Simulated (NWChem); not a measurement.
N$_{2}$H$_{3}$, doublet; SMILES [NH]N

Results from NWChem. Spin-unrestricted. Geometry: optimised at PBE0-D3(BJ)/def2-TZVP, spin-unrestricted. No stability test was run on the SCF state. Vertical excitations in the gas phase; the lowest state need not have the same character in each row. Excited states of an open shell can be spin-contaminated.

```
level                                         lowest excitation (eV)  oscillator strength of that lowest state  lowest empty minus highest occupied level, either spin (eV)
--------------------------------------------  ----------------------  ----------------------------------------  -----------------------------------------------------------
PBE/aug-cc-pVDZ, TDA                                            2.96                                     0.002                                                         1.65
B3LYP/aug-cc-pVDZ, TDA                                          3.55                                     0.002                                                         3.94
LDA (Slater exchange, VWN5)/aug-cc-pVDZ, TDA                    3.02                                     0.002                                                         1.28
UHF/aug-cc-pVDZ, CIS                                               …                                     0.005                                                            …
```

**Question.** Some entries are withheld; supply them.

**Answer.** 
- UHF/aug-cc-pVDZ, CIS, lowest excitation (eV): 4.24
- UHF/aug-cc-pVDZ, CIS, lowest empty minus highest occupied level, either spin (eV): 10.67
